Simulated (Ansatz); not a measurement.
**MoO3 (molybdenum trioxide): name the method**

MoO3: 4 atoms, total charge 0, spin state singlet. SMILES: `[O]=[Mo](=[O])=[O]`. The coordinates come from a PBE0-D4/def2-TZVP relaxation.

```xyz
4

O    -0.9680   -0.1498    1.2625
Mo   -0.1381   -0.3365   -0.2003
O     1.5070   -0.6076    0.0888
O    -0.3452    1.0336   -1.1714
```

Orbital energies are those of the mean-field step.

A calculation with Ansatz 0.2.0 gave:

* total energy: -4157.9926 Eh
* HOMO energy: -7.59 eV
* LUMO energy: 2.97 eV
* HOMO–LUMO gap: 10.57 eV

Task: Which of these levels gave the numbers?
A. CCSDT/STO-3G
B. CCSD(T)/STO-3G
C. CCSD/STO-3G
D. MP2/STO-3G

Result: B. The others give -4158.0258 Eh (MP2/STO-3G), -4157.9326 Eh (CCSD/STO-3G), -4157.9888 Eh (CCSDT/STO-3G).
